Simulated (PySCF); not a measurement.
PySCF input for Sb(Cl)(OH)2 (ClH2O2Sb), SMILES [Sb]([OH])([OH])[Cl], TDA-LC-ωPBE/def2-SVPD. Geometry optimised at B3LYP-D3(BJ)/def2-SVP. The def2 effective core potentials stand for the cores of Sb; spin–orbit coupling is left out. One conformer was computed; it need not be the lowest.

```python
import numpy as np
from pyscf import gto, scf, dft, tdscf

mol = gto.M(
    atom='''
    Sb   -0.16211809   -0.20154196    0.46487667
    Cl    1.20612414    1.41115534   -0.70518617
    O     0.46151567   -1.71186571   -0.66588095
    H     0.97424778   -1.39081757   -1.42485860
    O    -1.88339745    0.16404955   -0.44497558
    H    -1.83528130    0.06234572   -1.40883413
    ''',
    basis='def2-SVPD',
    ecp={'Sb': 'def2-svp'},
    charge=0,
    spin=0,
    max_memory=1600,
    verbose=4,
)
mf = dft.RKS(mol, xc='lc_wpbe').density_fit(auxbasis='def2-universal-jkfit')
mf.grids.level = 3
mf.conv_tol = 1e-9
mf.max_cycle = 100
mf.kernel()
mf.grids = dft.Grids(mol).set(level=1).build(with_non0tab=True)  # coarser grid for the response kernel
td = tdscf.TDA(mf)
td.singlet = True
td.nstates = 10
td.conv_tol = 1e-4
td.kernel(x0=td.get_init_guess(mf, 15))
td.analyze()
tt = tdscf.TDA(mf)
tt.singlet = False
tt.nstates = 4
tt.conv_tol = 1e-4
tt.kernel(x0=tt.get_init_guess(mf, 9))
tt.analyze(verbose=3)
```

Program output:

```
PySCF version 2.14.0

[INPUT] verbose = 4
[INPUT] num. atoms = 6
[INPUT] num. electrons = 58
[INPUT] charge = 0
[INPUT] spin (= nelec alpha-beta = 2S) = 0
[INPUT] symmetry False subgroup None
[INPUT] Mole.unit = angstrom
[INPUT] Symbol           X                Y                Z      unit          X                Y                Z       unit  Magmom
[INPUT]  1 Sb    -0.162118090000  -0.201541960000   0.464876670000 AA   -0.306358789938  -0.380859107008   0.878489588000 Bohr   0.0
[INPUT]  2 Cl     1.206124140000   1.411155340000  -0.705186170000 AA    2.279244296827   2.666697111817  -1.332608728131 Bohr   0.0
[INPUT]  3 O      0.461515670000  -1.711865710000  -0.665880950000 AA    0.872138218495  -3.234957353934  -1.258332627065 Bohr   0.0
[INPUT]  4 H      0.974247780000  -1.390817570000  -1.424858600000 AA    1.841061481666  -2.628264296533  -2.692592520231 Bohr   0.0
[INPUT]  5 O     -1.883397450000   0.164049550000  -0.444975580000 AA   -3.559105364204   0.310008720358  -0.840881978319 Bohr   0.0
[INPUT]  6 H     -1.835281300000   0.062345720000  -1.408834130000 AA   -3.468179018536   0.117816335839  -2.662310660640 Bohr   0.0

nuclear repulsion = 265.926591677928
number of shells = 49
number of NR pGTOs = 198
number of NR cGTOs = 121
basis = def2-SVPD
ecp = {'Sb': 'def2-svp'}


[settings echo left out]
init E= -825.756201263283
  HOMO = -0.78024826024207  LUMO = -0.644391075112711  gap/eV = 3.69686
cycle= 1 E= -850.621208814202  delta_E= -24.9  |g|= 2.36  |ddm|= 10.9
  HOMO = -0.130063996757919  LUMO = 0.0259277197238411  gap/eV = 4.24475
cycle= 2 E= -851.306546334565  delta_E= -0.685  |g|= 1.52  |ddm|= 7.06
  HOMO = -0.381336493229714  LUMO = 0.00978729661963661  gap/eV = 10.64302
cycle= 3 E= -851.743462902394  delta_E= -0.437  |g|= 0.145  |ddm|= 2.12
  HOMO = -0.407720582037953  LUMO = 0.00410370006525795  gap/eV = 11.20631
cycle= 4 E= -851.746628684796  delta_E= -0.00317  |g|= 0.121  |ddm|= 0.296
  HOMO = -0.414772119504882  LUMO = 0.00739913319625088  gap/eV = 11.48786
cycle= 5 E= -851.749485425968  delta_E= -0.00286  |g|= 0.0234  |ddm|= 0.108
  HOMO = -0.413469552665047  LUMO = 0.0087035790050717  gap/eV = 11.48792
cycle= 6 E= -851.749644597227  delta_E= -0.000159  |g|= 0.00509  |ddm|= 0.0407
  HOMO = -0.413711550487526  LUMO = 0.00891626337524901  gap/eV = 11.50029
cycle= 7 E= -851.749661267301  delta_E= -1.67e-05  |g|= 0.0012  |ddm|= 0.0173
  HOMO = -0.413712125891496  LUMO = 0.00894568533888612  gap/eV = 11.50110
cycle= 8 E= -851.749662038673  delta_E= -7.71e-07  |g|= 0.000622  |ddm|= 0.00356
  HOMO = -0.413739196191213  LUMO = 0.00892382334387343  gap/eV = 11.50125
cycle= 9 E= -851.749662143169  delta_E= -1.04e-07  |g|= 0.000241  |ddm|= 0.00085
  HOMO = -0.413758539597815  LUMO = 0.00891469803741963  gap/eV = 11.50152
cycle= 10 E= -851.749662158984  delta_E= -1.58e-08  |g|= 5.64e-05  |ddm|= 0.000382
  HOMO = -0.413753234445227  LUMO = 0.00892201332017614  gap/eV = 11.50158
cycle= 11 E= -851.749662160898  delta_E= -1.91e-09  |g|= 1.64e-05  |ddm|= 0.00013
  HOMO = -0.413755900869256  LUMO = 0.0089193924573644  gap/eV = 11.50158
cycle= 12 E= -851.749662161121  delta_E= -2.23e-10  |g|= 4.62e-06  |ddm|= 4.73e-05
  HOMO = -0.413755680721179  LUMO = 0.00891969371572867  gap/eV = 11.50158
Extra cycle  E= -851.749662161147  delta_E= -2.59e-11  |g|= 2e-06  |ddm|= 1.54e-05
converged SCF energy = -851.749662161147
tot grids = 29648


******** <class 'pyscf.tdscf.rks.TDA'> for <class 'pyscf.df.df_jk.DFRKS'> ********
nstates = 10 singlet
deg_eia_thresh = 1.000e-03
wfnsym = None
conv_tol = 0.0001
eigh lindep = 1e-12
eigh level_shift = 0
eigh max_cycle = 100


Excitation energies (eV)
[6.2383439  6.6035382  6.79073763 6.91708722 7.23013383 7.32849128
 7.50764251 7.5582731  7.79039727 7.86243088]

** Singlet excitation energies and oscillator strengths **
Excited State   1:      6.23834 eV    198.75 nm  f=0.1235
      26 -> 30        0.12109
      27 -> 30        0.11136
      29 -> 30       -0.65357
Excited State   2:      6.60354 eV    187.75 nm  f=0.0023
      27 -> 30        0.19134
      28 -> 30       -0.60259
      28 -> 32        0.10450
      29 -> 31       -0.21991
Excited State   3:      6.79074 eV    182.58 nm  f=0.0290
      26 -> 30        0.16941
      27 -> 30       -0.58679
      29 -> 31       -0.27862
Excited State   4:      6.91709 eV    179.24 nm  f=0.0955
      26 -> 32       -0.12450
      27 -> 30       -0.20539
      27 -> 31        0.10016
      28 -> 30       -0.23867
      28 -> 31        0.16374
      29 -> 31        0.53633
Excited State   5:      7.23013 eV    171.48 nm  f=0.0846
      25 -> 30        0.21244
      26 -> 30        0.42281
      26 -> 32        0.10438
      27 -> 30        0.13488
      27 -> 31        0.13618
      29 -> 32       -0.42028
Excited State   6:      7.32849 eV    169.18 nm  f=0.0208
      25 -> 31       -0.16330
      25 -> 32        0.11310
      26 -> 30        0.32619
      27 -> 31       -0.14607
      28 -> 31       -0.44007
      28 -> 32        0.14867
      29 -> 31        0.10406
      29 -> 32        0.22753
Excited State   7:      7.50764 eV    165.14 nm  f=0.0602
      25 -> 30        0.17701
      26 -> 30       -0.21416
      26 -> 31        0.32167
      27 -> 31       -0.41130
      28 -> 31       -0.17144
      29 -> 31        0.15161
      29 -> 32       -0.19152
Excited State   8:      7.55827 eV    164.04 nm  f=0.1075
      25 -> 30       -0.47741
      25 -> 31        0.10745
      26 -> 30        0.11291
      26 -> 31        0.32986
      28 -> 32       -0.24147
Excited State   9:      7.79040 eV    159.15 nm  f=0.0761
      24 -> 30        0.13290
      25 -> 30        0.33215
      25 -> 32       -0.11857
      26 -> 31        0.27217
      26 -> 32        0.13328
      27 -> 31        0.26308
      28 -> 32       -0.14112
      29 -> 32        0.32332
      29 -> 33       -0.14760
Excited State  10:      7.86243 eV    157.69 nm  f=0.0362
      24 -> 30        0.17897
      26 -> 30       -0.14695
      26 -> 31       -0.24031
      26 -> 32       -0.15150
      27 -> 31        0.20501
      28 -> 30       -0.13859
      28 -> 31       -0.38763
      28 -> 32       -0.28630
      29 -> 32       -0.16152

** Transition electric dipole moments (AU) **
state          X           Y           Z        Dip. S.      Osc.
  1         0.4359      0.6636     -0.4216      0.8081      0.1235
  2        -0.0252      0.0435      0.1074      0.0141      0.0023
  3        -0.0508      0.4051      0.0881      0.1745      0.0290
  4         0.6928     -0.1592     -0.2408      0.5633      0.0955
  5        -0.0363     -0.2331      0.6497      0.4778      0.0846
  6         0.0421     -0.2929     -0.1680      0.1158      0.0208
  7         0.5408      0.1427      0.1194      0.3271      0.0602
  8        -0.1573     -0.7001      0.2559      0.5804      0.1075
  9         0.0274      0.2044     -0.5967      0.3986      0.0761
 10         0.2469      0.3099      0.1759      0.1879      0.0362

WARN: ECP detected. Skipping calculation of transition velocity and magnetic dipole moments, which have not yet been implemented.



******** <class 'pyscf.tdscf.rks.TDA'> for <class 'pyscf.df.df_jk.DFRKS'> ********
nstates = 4 triplet
deg_eia_thresh = 1.000e-03
wfnsym = None
conv_tol = 0.0001
eigh lindep = 1e-12
eigh level_shift = 0
eigh max_cycle = 100


Excitation energies (eV)
[4.76109172 5.42081625 6.0969495  6.23023446]

** Triplet excitation energies and oscillator strengths **
Excited State   1:      4.76109 eV    260.41 nm  f=0.0000
Excited State   2:      5.42082 eV    228.72 nm  f=0.0000
Excited State   3:      6.09695 eV    203.35 nm  f=0.0000
Excited State   4:      6.23023 eV    199.00 nm  f=0.0000
```

The calculation finished and met its thresholds.

Cost: about 90 core-seconds (a rough figure).
